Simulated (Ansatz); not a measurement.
Reaction (redistribution): `FB([SiH3])[SeH]` + `C[SiH2][SiH2]O` → `OB(F)[SiH3]` + `C[SiH2][SiH2][SeH]`

Calculated with Ansatz (gas phase, PBE0-D4/def2-TZVP geometries, no zero-point term in ΔE). CCSD(T)/CBS adds triple-zeta CCSD(T) − MP2 to the extrapolated MP2 energy (def2 sets, frozen cores). Functionals use def2-TZVPP. B3LYP here is the variant with VWN-RPA as its local correlation; programs differ in this. For Se outer-core shells are correlated without core-valence functions, which leaves a few kJ/mol of doubt a bond. Scalar relativity is left out up to krypton. One conformer a species, not always the lowest.

```
             level  ΔE (kcal/mol)  difference from CCSD(T)/CBS
            PBE-D4          -15.3                         -0.7
           ωB97X-V          -15.1                         -0.5
               PBE          -14.9                         -0.3
            r2SCAN          -14.7                         -0.1
             B3LYP          -14.1                          0.5
SCS-MP2/def2-TZVPP          -14.0                          0.6
     HF/def2-QZVPP          -15.2                         -0.6
    MP2/def2-QZVPP          -14.5                          0.1
SCS-MP2/def2-QZVPP          -14.0                          0.6
    CCSD/CBS(def2)          -14.7                         -0.1
       CCSD(T)/CBS          -14.6                            0
```

Largest T1 diagnostic among the species: 0.014.

From PBE to PBE0 (25 % exact exchange), in def2-TZVPP and without D4, ΔE moves by −0.9 kcal/mol. In def2-TZVPP, CCSD(T) changes the Hartree–Fock value by +0.8 kcal/mol (the triples alone add +0.1 kcal/mol) and MP2 by +0.9 kcal/mol.
